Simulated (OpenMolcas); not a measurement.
## Ru II: effect of correlating more closed shells

- Program: OpenMolcas 26.06
- Basis: ANO-RCC-VTZP [7s6p4d2f1g]
- Scalar Hamiltonian: DKH2, point nucleus
- Active space: 7 electrons in 6 orbitals (4d 5s)
- State averaging: 2S+1 = 4 even, 50 roots; 2S+1 = 6 even, 6 roots kept (CI in the orbitals of an earlier block); 2S+1 = 2 even, 105 roots kept (CI in the orbitals of an earlier block)
- Spin-orbit coupling: RASSI with atomic mean-field integrals over the reference wave functions, term energies averaged over their components

Methods on the same reference wave functions:
A. CASSCF
B. MS-CASPT2, IPEA 0.25 Eh, imaginary shift 0.1 Eh (closed shells correlated: none)
C. MS-CASPT2, IPEA 0.25 Eh, imaginary shift 0.1 Eh (closed shells correlated: 4s 4p)

Energies in eV above 4d⁷ ⁴F_9/2, the measured ground level; measured values from NIST Handbook of Basic Atomic Spectroscopic Data.

| Level | A | B | C | Measured |
| --- | --- | --- | --- | --- |
| 4d⁶ 5s ⁶D_9/2 [62 %] | -0.0598 | 0.965 | 0.770 | 1.1346 |
| 4d⁷ ⁴F_9/2 [61 %] | 0.0000 | 0.0000 | 0.0000 | 0.0000 |
| 4d⁶ 5s ⁶D_7/2 | 0.0768 | 1.083 | 0.888 | 1.2585 |
| 4d⁶ 5s ⁶D_5/2 | 0.1617 | 1.169 | 0.980 | 1.3454 |
| 4d⁷ ⁴F_7/2 | 0.1783 | 0.2013 | 0.2025 | 0.1888 |
| 4d⁶ 5s ⁶D_3/2 | 0.2184 | 1.227 | 1.038 | 1.4015 |
| 4d⁷ ⁴F_5/2 | 0.3073 | 0.332 | 0.333 | 0.3092 |
| 4d⁷ ⁴F_3/2 | 0.3916 | 0.414 | 0.415 | 0.3849 |
| 4d⁷ ⁴P_5/2 | 1.3209 | 0.965 | 0.905 | 1.0237 |
| 4d⁷ ⁴P_3/2 | 1.3985 | 1.008 | 0.942 | 1.0511 |
| 4d⁶ 5s ⁴D_7/2(1) | 1.6502 | 2.099 | 1.974 |  |
| 4d⁷ ²G_9/2 | 1.6552 | 1.482 | 1.393 |  |
| 4d⁶ 5s ⁴D_5/2(1) | 1.7916 | 2.244 | 2.120 |  |
| 4d⁷ ²G_7/2 | 1.8343 | 1.659 | 1.572 |  |
| 4d⁶ 5s ⁴D_3/2(1) | 1.8530 | 2.342 | 2.220 |  |
| 4d⁶ 5s ⁴D_1/2(1) | 1.9128 | 2.400 | 2.278 |  |
| 4d⁷ ²P_3/2 [53 %] | 2.0821 | 1.693 | 1.618 |  |
| 4d⁷ ²H_11/2 | 2.2551 | 2.090 | 1.930 |  |
| 4d⁷ ²D_5/2 | 2.2647 | 1.869 | 1.847 |  |
| 4d⁷ ²P_1/2 | 2.3403 | 1.972 | 1.866 |  |
| 4d⁶ 5s ⁴H_13/2 | 2.4216 | 3.359 | 3.014 |  |
| 4d⁷ ²H_9/2 | 2.4305 | 2.268 | 2.112 |  |
| 4d⁶ 5s ⁴H_11/2 | 2.4521 | 3.372 | 3.033 |  |
| 4d⁷ ²D_3/2 [62 %] | 2.5642 | 2.190 | 2.141 |  |

A puts 4d⁶ 5s ⁶D_9/2 [62 %] lowest.

Deviations, from unrounded energies. A percentage is the sum of absolute deviations over the sum of measured energies, with the sign that they share, or ± where signs differ.

```csv
Against measurement,Levels,A,B,C
mean absolute deviation (cm-1),9,4800,770,1600
fine structure of the ground term (%),3,±2.2,+7.2,+7.7
other terms of the ground configuration (%),2,+31.1,-4.9,-11.0
other configurations (%),4,-92.3,-13.6,-28.5
```

B lies closest to measurement on these levels and A furthest from it. The largest miss of B in the table is 4d⁶ 5s ⁶D_5/2, by -1400 cm-1. The ranking rests on the paired levels alone, and a cruder setting can come out closer through cancelling errors.

Between B and C the level of the table that moves most is 4d⁶ 5s ⁴H_13/2, by 2800 cm-1 (lowest in C, highest in B). Moves below CASPT2's spread within the term are not significant.

The mean deviations of B to C differ by less than CASPT2's widest spread within a term (1600 cm-1), so their order carries little weight.

From A to B the spin-free energies of the other terms of 4d⁷ shown, above ⁴F, scale by factors of 0.68 to 0.91.

The lowest spin-free term lies below A's lowest term by 0.178 hartree in B, 0.489 hartree in C.

What an inner shell adds also hangs on whether the basis holds functions to correlate it.

CASPT2 breaks the degeneracy within a term, and the mean is taken; among the terms shown or strongly mixed into the levels shown the widest spread is 1600 cm-1 (4d⁷ ⁴F, C). Over all roots computed the reference weight is 0.90 to 0.96 in B, 0.86 to 0.91 in C; the roots of lowest weight are the least certain, and an intruder state may touch them. Terms from blocks run as CI alone lack orbitals of their own. Configurations are named by rounded mean occupations; where the s occupation lies near a half they are strongly mixed, a name can repeat and a true partner stay unpaired. A single d shell beside an s shell can misplace configurations of different d count against each other. Without dynamic correlation excited terms often stand tens of per cent too high (terms of higher spin than the ground term too low), and those without a measured partner can miss by more than the paired ones (holds for A). The lowest computed level is not the ground level that NIST lists (4F9/2) (holds for A). Blocks of more than 70 roots (2S+1 = 2 even) ran without multistate coupling (holds for B; C). Some levels mix across a computed gap that differs much from the measured one, so their mixing is not that of the real levels (holds for C). Computed and measured levels are paired by configuration, term and J; levels that our copy of the source lacks, or whose pairing is in doubt (as where it misses far off the trend of its configuration), stay unpaired and out of the deviations. Levels of configurations outside the active space are missing. The table leaves out levels that lie high or whose names do not pair safely across all columns.

A share in square brackets marks a mixed level and gives the weight of the term that names it, the lowest over the columns. A number in round brackets counts repeated terms of one configuration in the order of the reference energies.
